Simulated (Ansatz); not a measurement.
Input for Ansatz (development build ahead of 0.2.0):

```yaml
crystal:
  periodic: [false, false, false]
  atoms:
    - { symbol: Sc, position_ang: [0.0, 0.0, 0.0] }
basis:
  gaussian: { orbitals: cc-pVTZ }
magnetization:
  initial_magnetization: 1
hamiltonian:
  xc: hf
correlation:
  method: ccsd_t
  frozen_orbitals: { Sc: 5 }
```

The input is written out in the form of the current development build from the run's settings. Correlation on restricted open-shell orbitals is semicanonical, with singles.

The run gave:

```json
{
 "Converged": "yes",
 "Reference energy": "-759.73738 hartree",
 "CCSD correlation energy": "-0.28085 hartree",
 "Triples correction": "-0.00892 hartree",
 "Total energy": "-760.02716 hartree",
 "Spin squared of the determinant": "0.750"
}
```
